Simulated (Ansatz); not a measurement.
`BB(N)C[SiH3]` and `BB(N)S[SiH3]` differ in one atom or group.

Ansatz, PBE0-D4/def2-TZVP geometries, multiplicity 1. Each molecule was computed in one conformer, which needn't be the lowest. `BB(N)S[SiH3]` holds a close contact that its SMILES doesn't draw: S···B 2.23 Å.

```json
{"property": "LUMO energy (PBE/def2-TZVPP) / eV", "`BB(N)C[SiH3]`": "-2.60"}
{"property": "LUMO energy (B3LYP/def2-TZVPP) / eV", "`BB(N)C[SiH3]`": "-1.81"}
{"property": "size of the dipole moment (ωB97M-V/def2-TZVPP) / D", "`BB(N)C[SiH3]`": "1.82"}
{"property": "HOMO energy (B3LYP/def2-TZVPP) / eV", "`BB(N)C[SiH3]`": "-7.49"}
{"property": "HOMO energy (PBE/def2-TZVPP) / eV", "`BB(N)C[SiH3]`": "-6.41"}
{"property": "HOMO–LUMO gap (B3LYP/def2-TZVPP) / eV", "`BB(N)C[SiH3]`": "5.68"}
```

Give the same properties after the change, and the shifts. (Best estimate.)

Ansatz gave: 
```json
{"property": "LUMO energy (PBE/def2-TZVPP) / eV", "`BB(N)S[SiH3]`": "-1.27", "shift": "1.33"}
{"property": "LUMO energy (B3LYP/def2-TZVPP) / eV", "`BB(N)S[SiH3]`": "-0.51", "shift": "1.30"}
{"property": "size of the dipole moment (ωB97M-V/def2-TZVPP) / D", "`BB(N)S[SiH3]`": "3.43", "shift": "1.61"}
{"property": "HOMO energy (B3LYP/def2-TZVPP) / eV", "`BB(N)S[SiH3]`": "-6.99", "shift": "0.50"}
{"property": "HOMO energy (PBE/def2-TZVPP) / eV", "`BB(N)S[SiH3]`": "-6.04", "shift": "0.37"}
{"property": "HOMO–LUMO gap (B3LYP/def2-TZVPP) / eV", "`BB(N)S[SiH3]`": "6.48", "shift": "0.80"}
```

With PBE0 the HOMO rises by 0.49 eV and the LUMO rises by 1.25 eV, so the gap widens by about 0.76 eV. PBE moves the HOMO by 0.37 eV and ωB97M-V by 0.59 eV. The zero-point energy changes by -63.3 kJ/mol with -6 modes. Dipoles are sizes alone; their direction can turn.

Positive LUMOs are unbound, so they and the gaps depend on the basis.

B3LYP here is the variant with VWN-RPA as its local correlation; programs differ in this.
